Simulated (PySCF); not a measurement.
Method: PySCF, PBE0, basis Bi def2-TZVP with ECP60, S def2-TZVP, Br def2-TZVP (scalar-relativistic core potentials, no spin–orbit coupling, density fitting). Open shells, if any, are unrestricted.

Problem. What shape and geometry does isolated singlet BiSBr take (every ligand bound to Bi)?

Solution. Counting electrons, bismuth keeps 2 of its valence electrons outside its bonds, so the VSEPR class is AX2E1 and the expected shape is bent; with unlike ligands the computed point group is Cs. The lowest minimum found is a singlet of Cs symmetry with Bi–Br 2.618 Å, Bi–S 2.281 Å; Br–Bi–S 105.7°. Its harmonic wavenumbers are 104 (a'), 212 (a'), 461 (a') cm⁻¹ and its dipole moment is 3.68 D.

Other isomers or separated fragments may lie lower. Spin–orbit coupling, left out here, can matter for elements this heavy.
